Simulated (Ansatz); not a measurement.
Geometry optimisation, Ansatz, RKS PBE-D4/def2-SVP.

input.yaml

```yaml
crystal:
  periodic: [false, false, false]
  atoms:
    - { symbol: C, position_ang: [-0.1116, 0.7943, -1.0168] }
    - { symbol: C, position_ang: [-0.0365, -0.4979, -0.2828] }
    - { symbol: C, position_ang: [0.873, -0.3241, 0.9061] }
    - { symbol: Si, position_ang: [-1.6365, -1.2368, 0.1824] }
    - { symbol: H, position_ang: [-0.7691, 0.7264, -1.95] }
    - { symbol: H, position_ang: [-0.6219, 1.626, -0.4021] }
    - { symbol: H, position_ang: [0.852, 1.2071, -1.3345] }
    - { symbol: H, position_ang: [0.4765, -1.1941, -0.9741] }
    - { symbol: H, position_ang: [0.5045, 0.4006, 1.6932] }
    - { symbol: H, position_ang: [1.0726, -1.2778, 1.4582] }
    - { symbol: H, position_ang: [1.874, 0.048, 0.6186] }
    - { symbol: H, position_ang: [-2.3999, -0.3268, 1.1359] }
basis:
  gaussian: { orbitals: def2-SVP }
hamiltonian:
  xc: pbe
  dispersion: d4
relax:
  f_tol: 0.015
  max_steps: 40
```

Command:

```bash
$ ansatz run input.yaml --threads 2 --pin off --max-ram 3072MiB --backend cpu --events-out ev --progress --plain --runs-dir out
```

**Question.** Where does it end, and by what steps?

**Answer.** The run converged. After 18 steps the energy has fallen by 0.598 eV; H11 moved furthest, 0.85 Å. Joined: C3–Si4.

```csv
step,energy less start (eV),largest force component (eV/Å),accepted
0,0.0000,2.370,yes
1,-0.3975,0.935,yes
2,-0.4695,0.240,yes
3,-0.4794,0.142,yes
4,-0.4832,0.156,yes
5,-0.4879,0.142,yes
6,-0.4885,0.233,yes
7,-0.4863,0.162,no
8,-0.4918,0.083,yes
9,-0.4933,0.066,yes
10,-0.4964,0.111,yes
11,-0.5002,0.759,yes
12,-0.5356,0.532,yes
13,-0.5751,0.574,yes
14,-0.5832,0.380,yes
15,-0.5958,0.119,yes
16,-0.5974,0.045,yes
17,-0.5956,0.136,no
18,-0.5980,0.006,yes
```

```xyz
12
Properties=species:S:1:pos:R:3
C -0.254 0.916 -1.082
C 0.107 -0.427 -0.461
C 0.796 -0.358 0.909
Si -1.179 -1.517 0.492
H -0.851 0.783 -2.007
H -0.862 1.527 -0.383
H 0.648 1.507 -1.358
H 0.700 -1.048 -1.163
H 0.737 0.644 1.372
H 0.292 -1.062 1.695
H 1.834 -0.744 0.924
H -1.892 -0.277 1.095
```

Run time: 28 s on 2 threads of Intel(R) Xeon(R) Platinum 8375C CPU @ 2.90GHz (Ice Lake), with other jobs on the host, peak memory 0.15 GiB.
